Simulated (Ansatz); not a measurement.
A structure relaxed at PBE0-D4/def2-TZVP, charge 0, multiplicity 1:

| atom | x (Å) | y (Å) | z (Å) |
| --- | --- | --- | --- |
| N1 | 1.4040 | 0.0289 | 1.9971 |
| Ge2 | -0.0405 | 0.6603 | 1.0417 |
| Si3 | 0.1317 | -0.2485 | -1.1443 |
| N4 | -1.3514 | -0.2353 | -1.9524 |
| F5 | 1.1548 | 0.5239 | -2.0869 |
| F6 | 0.7714 | -1.7055 | -0.9754 |
| H7 | 1.4004 | 0.2795 | 2.9762 |
| H8 | 1.5299 | -0.9713 | 1.9209 |
| H9 | -1.4213 | 0.2657 | 1.6345 |
| H10 | 0.0393 | 2.1951 | 1.0511 |
| H11 | -2.2045 | -0.5254 | -1.5051 |
| H12 | -1.4137 | -0.2674 | -2.9573 |

(1) Give its formula and SMILES.

(2) Summarise the bond lengths by kind.

Results:

(1) F2GeH6N2Si, `[NH2][GeH2][Si](N)(F)F`.

(2) 1 × Ge–N 1.843 Å; 4 × H–N 1.006 to 1.011 Å; 1 × Ge–Si 2.374 Å; 2 × Ge–H 1.537 to 1.554 Å; 1 × N–Si 1.689 Å; 2 × F–Si 1.591 to 1.600 Å.

Program: Ansatz 0.2.0.
